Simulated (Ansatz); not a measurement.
# BClF2 (chlorodifluoroborane): methods side by side

BClF2 has 4 atoms, charge 0, and is taken as a singlet. SMILES: `FB(F)Cl`. Geometry: relaxed at PBE0-D4/def2-TZVP.

Each level gives the vertical energy of the triplet above the singlet (eV). The values are calculated.

```
           level                    kind  program  value (eV)  less FCI/STO-3G  CPU time (all runs)
    SVWN5/STO-3G                     LDA   Ansatz        7.88            -1.38                  4 s
      PBE/STO-3G                     GGA   Ansatz        7.78            -1.48                6.9 s
    B3LYP/STO-3G           global hybrid   Ansatz        8.16            -1.10                6.4 s
CAM-B3LYP/STO-3G  range-separated hybrid   Ansatz        8.43            -0.83                6.8 s
    HSE06/STO-3G  range-separated hybrid   Ansatz        8.26            -1.00                8.8 s
  RPA@PBE/STO-3G                     RPA   Ansatz        7.56            -1.70                 11 s
    CCSDT/STO-3G   coupled cluster or CI   Ansatz        9.26             0.00                6.6 s
      FCI/STO-3G      exact in the basis   Ansatz        9.26             0.00                 53 s
```

FCI/STO-3G is exact within its basis and frozen core, so for wave-function methods in that basis the difference is their error; functionals converge differently with the basis, so for them it is only a difference. The values span 7.56 to 9.26 eV. A triplet this far above the singlet is often a Rydberg-like or dissociative state; sets without diffuse functions put Rydberg states too high. All rows use very small basis sets, so even the best lies far from the true value. Times are those of the runs behind each value, whatever else they computed, on shared processors of several kinds: orders of magnitude only.
